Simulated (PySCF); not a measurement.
C5H9O2 (SMILES CC(=[OH+])C=C(C)O), charge +1, singlet, geometry from GFN2-xTB; M062X/STO-3G (PySCF).

Input for PySCF:
```python
from pyscf import gto, scf, dft

mol = gto.Mole()
mol.atom = '''
    C    -2.48553592    0.48909195    0.71341583
    C    -1.22323691    0.15553164    0.01904527
    O    -1.25536073   -0.16408523   -1.24201655
    C    -0.00559831    0.17735760    0.69281024
    C     1.22217629   -0.12344282    0.11028633
    C     2.47256752   -0.07506497    0.89831110
    O     1.27456341   -0.44971797   -1.14834985
    H    -2.32769863    0.74201702    1.75626026
    H    -3.17634971   -0.35487903    0.65755391
    H    -2.97374805    1.33074930    0.21759676
    H    -2.14528276   -0.15517639   -1.63306037
    H    -0.01394516    0.44488625    1.73503409
    H     3.14866694    0.67142209    0.47551487
    H     2.29381265    0.16938546    1.93981243
    H     2.98862140   -1.03573483    0.84440969
    H     2.17006599   -0.64308475   -1.47340301
'''
mol.basis = 'sto-3g'
mol.charge = 1
mol.verbose = 4
mol.build()

mf = dft.RKS(mol)
mf.xc = 'm062x'
mf.init_guess = 'atom'
mf.kernel()
mf.analyze()
```

The log (banner, timings and long lists left out):

```
PySCF version 2.14.0

[INPUT] verbose = 4
[INPUT] num. atoms = 16
[INPUT] num. electrons = 54
[INPUT] charge = 1
[INPUT] spin (= nelec alpha-beta = 2S) = 0
[INPUT] symmetry False subgroup None
[INPUT] Mole.unit = angstrom
[INPUT] Symbol           X                Y                Z      unit          X                Y                Z       unit  Magmom
[...]
nuclear repulsion = 308.568792533201
number of shells = 30
number of NR pGTOs = 132
number of NR cGTOs = 44
basis = sto-3g
ecp = {}

******** <class 'pyscf.dft.rks.RKS'> ********
method = RKS
initial guess = atom
damping factor = 0
level_shift factor = 0
DIIS = <class 'pyscf.scf.diis.CDIIS'>
diis_start_cycle = 1
diis_space = 8
diis_damp = 0
SCF conv_tol = 1e-09
SCF conv_tol_grad = None
SCF max_cycles = 50
direct_scf = True
direct_scf_tol = 1e-13
XC library pyscf.dft.libxc version 7.1.2
    S. Lehtola, C. Steigemann, M. J. T. Oliveira, and M. A. L. Marques,  SoftwareX 7, 1–5 (2018)
XC functionals = m062x
    Y. Zhao and D. G. Truhlar,  Theor. Chem. Acc. 120, 215 (2008)
    Y. Zhao and D. G. Truhlar,  Theor. Chem. Acc. 120, 215 (2008)
radial grids:
    Treutler-Ahlrichs [JCP 102, 346 (1995); DOI:10.1063/1.469408] (M4) radial grids

becke partition: Becke, JCP 88, 2547 (1988); DOI:10.1063/1.454033
pruning grids: <function nwchem_prune>
grids dens level: 3
symmetrized grids: False
atomic radii adjust function: <function treutler_atomic_radii_adjust>
small_rho_cutoff = 0
Set gradient conv threshold to 3.16228e-05
Initial guess from superposition of atomic densities.
Spherically averaged atomic HF for {'O', 'H', 'C'}

******** <class 'pyscf.scf.atom_hf.AtomSphAverageRHF'> ********
method = AtomSphAverageRHF
initial guess = minao
damping factor = 0
level_shift factor = 0
DIIS = <class 'pyscf.scf.diis.CDIIS'>
diis_start_cycle = 1
diis_space = 8
diis_damp = 0
SCF conv_tol = 1e-09
SCF conv_tol_grad = None
SCF max_cycles = 50
direct_scf = True
direct_scf_tol = 1e-13
atom = C
Set gradient conv threshold to 3.16228e-05
Initial guess from minao.
init E= -36.7517431777338
cycle= 1 E= -36.7619269638614  delta_E= -0.0102  |g|=    0  |ddm|= 0.0245
cycle= 2 E= -36.7619269638615  delta_E= -2.13e-14  |g|=    0  |ddm|= 1.91e-15
Extra cycle  E= -36.7619269638615  delta_E=    0  |g|=    0  |ddm|=    0
Atomic HF for atom  C  converged. SCF energy = -36.7619269638615

******** <class 'pyscf.scf.atom_hf.AtomSphAverageRHF'> ********
method = AtomSphAverageRHF
initial guess = minao
damping factor = 0
level_shift factor = 0
DIIS = <class 'pyscf.scf.diis.CDIIS'>
diis_start_cycle = 1
diis_space = 8
diis_damp = 0
SCF conv_tol = 1e-09
SCF conv_tol_grad = None
SCF max_cycles = 50
direct_scf = True
direct_scf_tol = 1e-13
atom = O
Set gradient conv threshold to 3.16228e-05
Initial guess from minao.
init E= -73.1764948007123
cycle= 1 E= -73.2331923193787  delta_E= -0.0567  |g|=    0  |ddm|= 0.0752
cycle= 2 E= -73.2331923193787  delta_E=    0  |g|=    0  |ddm|= 9.02e-16
Extra cycle  E= -73.2331923193787  delta_E=    0  |g|=    0  |ddm|=    0
Atomic HF for atom  O  converged. SCF energy = -73.2331923193787

******** 1 electron system ********
Atomic HF for atom  H  converged. SCF energy = -0.466581849557275

tot grids = 187032
init E= -341.749102164328
[...]
cycle= 1 E= -341.638506852732  delta_E= 0.111  |g|= 0.475  |ddm|= 5.47
[...]
cycle= 2 E= -341.666308028022  delta_E= -0.0278  |g|= 0.42  |ddm|= 1.06
[...]
cycle= 3 E= -341.714312365847  delta_E= -0.048  |g|= 0.0513  |ddm|= 0.503
[...]
cycle= 4 E= -341.714963819496  delta_E= -0.000651  |g|= 0.0281  |ddm|= 0.0968
[...]
cycle= 5 E= -341.715193368501  delta_E= -0.00023  |g|= 0.00373  |ddm|= 0.0387
[...]
cycle= 6 E= -341.715198312889  delta_E= -4.94e-06  |g|= 0.000507  |ddm|= 0.00622
[...]
cycle= 7 E= -341.715198404324  delta_E= -9.14e-08  |g|= 0.000114  |ddm|= 0.000819
[...]
cycle= 8 E= -341.715198408941  delta_E= -4.62e-09  |g|= 3.66e-05  |ddm|= 0.0002
[...]
cycle= 9 E= -341.71519840946  delta_E= -5.2e-10  |g|= 5.33e-06  |ddm|= 6.51e-05
[...]
Extra cycle  E= -341.715198409467  delta_E= -6.48e-12  |g|= 4.07e-06  |ddm|= 1.21e-05
converged SCF energy = -341.715198409467
**** SCF Summaries ****
Total Energy =                        -341.715198409466609
Nuclear Repulsion Energy =             308.568792533200565
One-electron Energy =                -1065.297954660525647
Two-electron Energy =                  415.013963717858474
Two-electron Coulomb Energy =          462.326738227484725
DFT Exchange-Correlation Energy =      -47.312774509626244
HOMO-LUMO gap [eV] =                     7.567039344885602
**** MO energy ****
[...]
 ** Mulliken pop on meta-lowdin orthogonal AOs  **
 ** Mulliken pop  **
 ** Mulliken atomic charges  **
charge of    0C =     -0.15782
charge of    1C =      0.21770
charge of    2O =     -0.04817
charge of    3C =     -0.13546
charge of    4C =      0.21771
charge of    5C =     -0.15781
charge of    6O =     -0.04812
charge of    7H =      0.09202
charge of    8H =      0.09117
charge of    9H =      0.09098
charge of   10H =      0.23796
charge of   11H =      0.08760
charge of   12H =      0.09196
charge of   13H =      0.09205
charge of   14H =      0.09020
charge of   15H =      0.23800

WARN: System has nonzero charge 1; the dipole moment is origin-dependent.
Location of origin: [0. 0. 0.]

Dipole moment(X, Y, Z, Debye):  0.00859, -0.19481, -0.79773
```
